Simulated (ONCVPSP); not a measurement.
# Before and after: ONCV potential for Zr (Z = 40)

```json
{
 "Element": "zirconium",
 "Generator": "ONCVPSP 4.0.1",
 "Type": "optimised norm-conserving Vanderbilt (ONCV)",
 "Functional": "PBE",
 "Relativity": "scalar-relativistic",
 "Frozen core": "[Ar] 3d10 4s2",
 "Valence charge": "10",
 "Reference configuration": "4p6 4d2 5s1.75 5p0.25",
 "Partial waves": "5s: rc 3.25 bohr, ncon 4, nbas 8, qcut 2 1/bohr, 2 projectors, debl 0.7 Ha; 4p+5p: rc 2.35 bohr, ncon 4, nbas 7, qcut 5.5 1/bohr, 3 projectors, debl 2.1 Ha; 4d: rc 2.00 bohr, ncon 4, nbas 9, qcut 4.4 1/bohr, 1 projector",
 "Local potential": "polynomial inside 1.75 bohr (lpopt 5, dvloc0 0 Ha)",
 "Core correction": "none"
}
```

Change: all radii scaled by about 0.90 (s 2.94, p 2.12, d 1.80 bohr); local potential polynomial inside 1.58 bohr (lpopt 5, dvloc0 0 Ha).

Cutoffs: the cutoffs (Ha) at which the residual kinetic energy of the hardest occupied pseudo-wave falls to 1 and 0.1 mHa per electron; they do not see the model core or the augmentation charge, which bear on the density cutoff. Errors are all-electron minus pseudo energies relative to the spin-unpolarised reference configuration.

**Question.** Predict the effect on cutoff, ghosts and configuration errors.

**Answer.** The potential gets harder (27 Ha and 73 Ha → 37 Ha and 91 Ha); both files keep a bound ghost (s); of the 4 tests that both files solve, the error grows in 1 and shrinks in 1 by more than 15 % and 0.3 meV (median size 2.4 → 1.6 meV). A smaller radius makes the pseudo-wave follow the all-electron one further in, where it bends more sharply, so more plane waves are needed.

| quantity | base | changed |
| --- | --- | --- |
| cutoff, loose | 27 Ha | 37 Ha |
| cutoff, tight | 73 Ha | 91 Ha |
| loose cutoff by channel | s 2.1 Ha, p 10 Ha, d 27 Ha | s 2.4 Ha, p 10 Ha, d 37 Ha |
| bound ghosts | s | s |
| GHOST(+) flags under 300 eV | none | none |
| error for 4p6 4d2 5s2 5p0, meV [ΔE -0.75 eV] | -0.1 | -0.1 |
| error for 4p6 4d2 5s1 5p0, meV [ΔE 6.39 eV] | -2.0 | -2.2 |
| error for 4p6 4d2 5s0 5p0, meV [ΔE 19.33 eV] | -2.8 | -1.0 |
| error for 4p6 4d3 5s1 5p0, meV [ΔE 0.45 eV] | -13 | -19 |

 A true bound ghost makes a file unfit for plane-wave use even where its test errors are small: the radial tests pick states by their node count and pass the ghost by.
